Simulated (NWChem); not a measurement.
iodine monochloride (ICl); SMILES ClI

Program: NWChem. Coordinates come from a PBE0/def2-SVP (def2 core potentials past Kr) optimisation.

For level B3LYP/3-21G (all-electron, non-relativistic):

```
Item                         Value
---------------------------  -----
highest occupied level (eV)  -7.58
orbital gap (eV)              3.61
dipole (D)                    1.85
```

### Question
Estimate the same quantities for level B3LYP/STO-3G (all-electron, non-relativistic).

### Answer
| Quantity | Result |
|---|---|
| highest occupied level (eV) | -5.51 |
| orbital gap (eV) | 4.45 |
| dipole (D) | 1.33 |
